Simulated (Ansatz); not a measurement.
The same path of Cl4FH2STa (9 atoms, charge 0, multiplicity 1) was run twice with different band settings. Lost on the way: S7–H9. Made: F2–H9.

Method: Ansatz 0.2.0, RHF/def2-SVP.

Relaxed end points:

```xyz
9
Properties=species:S:1:pos:R:3
Ta -0.166 0.059 0.185
F 1.662 0.480 0.258
Cl -0.229 0.467 2.497
Cl 0.274 -0.893 -1.929
Cl -1.008 2.052 -0.526
Cl -2.119 -1.230 0.345
S 1.042 -2.447 1.163
H 1.131 -3.140 0.025
H 2.316 -2.043 1.153
```

```xyz
9
Properties=species:S:1:pos:R:3
Ta -0.379 -0.460 0.301
F 2.053 0.182 0.409
Cl -0.296 0.123 2.565
Cl 0.208 -1.179 -1.856
Cl -0.351 1.775 -0.359
Cl -2.580 -1.010 0.198
S 0.763 -2.475 1.142
H 0.948 -3.146 0.003
H 2.536 -0.505 0.768
```

Common settings: movable images 7; climbing image yes; spring 5.0 eV/Å²; optimiser quadratic models (default); force threshold 0.05 eV/Å; iteration limit 60; end points relaxed.

| run | start path |
| --- | --- |
| 1 | through a guess of the saddle point |
| 2 | straight line |

(1) What does each run give, and how far can it be trusted?

## Answers

(1) Run 1: converged after 22 iterations, highest image 1.524 eV above the first end. A vibrational analysis at the climbing image gives one clearly imaginary mode, 1477i cm⁻¹: a first-order saddle point.
Run 2: converged after 16 iterations, highest image 1.524 eV above the first end. Another band between the same ends (7 images) ends at a top of the same energy, where a vibrational analysis finds 1 clearly imaginary mode.
The orbitals stay closed-shell, which can raise the energy where a bond breaks towards radicals; this wasn't checked here.
